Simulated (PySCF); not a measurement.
Species: C₂H₈BF₂N.
SMILES: `[NH3+][BH2-]CC(F)F`

Torsions of this conformer, `[NH3+:1][BH2-:2][CH2:3][CH:4]([F:5])[F:6]`: N1–B2–C3–C4 -32°, B2–C3–C4–F5 -44°.

The closed-shell ground state was solved at several levels (PySCF, density fitting, gas phase, non-relativistic). Geometry: PBE0-D3(BJ)/def2-SVP, one conformer, isolated molecule.

```csv
level,basis functions,HOMO (eV),LUMO (eV),gap (eV),dipole (D)
BLYP/pcSseg-1,142,-6.20,-0.35,5.85,3.16
PBE0/STO-3G,38,-4.65,8.04,12.69,4.52
PBE0/def2-TZVP,234,-7.65,0.36,8.01,3.00
OPBE/pcSseg-1,142,-6.20,-0.10,6.10,3.21
PBE0/def2-SVP,124,-7.49,1.02,8.51,3.22
PBE0/cc-pVDZ,124,-7.47,1.01,8.48,3.21
PBE0/aug-cc-pVDZ,210,-7.65,-0.53,7.12,2.89
HF/pcSseg-1,142,-11.04,3.59,14.63,2.98
B3LYP/pcSseg-1,142,-7.46,0.22,7.68,3.10
wB97X-D/pcSseg-1,142,-9.57,2.48,12.05,3.11
PBE0/6-31G*,100,-7.36,1.63,8.99,3.29
B97-D/pcSseg-1,142,-6.30,-0.18,6.12,3.13
CAM-B3LYP/pcSseg-1,142,-9.10,1.44,10.54,3.10
```

Task: What might PBE0/IGLO-III (290 basis functions) give for the same quantities?

Result: HOMO -7.67 eV, LUMO 0.01 eV, gap 7.68 eV, dipole 2.92 D.

Task: Over all these levels, which gives the widest orbital gap and which the narrowest?

Result: HF/pcSseg-1 (Hartree–Fock, all exact exchange) has the widest, 14.63 eV, and BLYP/pcSseg-1 (GGA) the narrowest, 5.85 eV. The two share the basis. From the narrowest to the widest the HOMO moves by -4.84 eV and the LUMO by +3.94 eV.

Task: How much does the basis alone move the frontier levels among the 7 PBE0 rows (the withheld one included)?

Result: The HOMO by 3.02 eV and the LUMO by 8.57 eV. By rising basis size (HOMO, LUMO in eV): STO-3G -4.65, 8.04; 6-31G* -7.36, 1.63; def2-SVP -7.49, 1.02; cc-pVDZ -7.47, 1.01; aug-cc-pVDZ -7.65, -0.53; def2-TZVP -7.65, 0.36; IGLO-III -7.67, 0.01.

Task: In the pcSseg-1 basis, how does the gap go with the fixed share of exact exchange?

Result: BLYP (0 %) 5.85 eV; OPBE (0 %) 6.10 eV; B97-D (0 %) 6.12 eV; B3LYP (20 %) 7.68 eV; HF (100 %) 14.63 eV. Each rise in the share widens the gap here.

Task: How far do the dipole and the HOMO energy spread over the levels?

Result: The dipole runs from 2.89 to 4.52 D (mean 3.20 D) and the HOMO from -11.04 to -4.65 eV.
